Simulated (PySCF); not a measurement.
Compound: C7H11OP.
SMILES: `CC(C)Pc1ccoc1`

Torsions of this conformer, `[CH3:1][CH:2]([CH3:3])[PH:4][c:5]1[cH:6][cH:7][o:8][cH:9]1`: C1–C2–P4–C5 -177°, C2–P4–C5–C6 -85°.

The closed-shell ground state was solved at several levels (PySCF, density fitting, gas phase, non-relativistic). Geometry: PBE0-D3(BJ)/def2-SVP, one conformer, isolated molecule.

```csv
level,basis functions,HOMO (eV),LUMO (eV),gap (eV),dipole (D)
PBE0/pcSseg-1,215,-6.47,0.04,6.51,1.25
PBE0/def2-SVPD,275,-6.46,-0.07,6.39,1.22
```

(1) What might KT3/pcSseg-1 (215 basis functions) give for the same quantities?

(2) Over all these levels, which gives the widest orbital gap and which the narrowest?

(3) How far do the dipole and the HOMO energy spread over the levels?

Results:

(1) HOMO -5.43 eV, LUMO -0.84 eV, gap 4.59 eV, dipole 1.15 D.

(2) PBE0/pcSseg-1 (global hybrid, 25 % exact exchange) has the widest, 6.51 eV, and KT3/pcSseg-1 (GGA) the narrowest, 4.59 eV. The two share the basis. From the narrowest to the widest the HOMO moves by -1.04 eV and the LUMO by +0.88 eV.

(3) The dipole runs from 1.15 to 1.25 D (mean 1.21 D) and the HOMO from -6.47 to -5.43 eV.
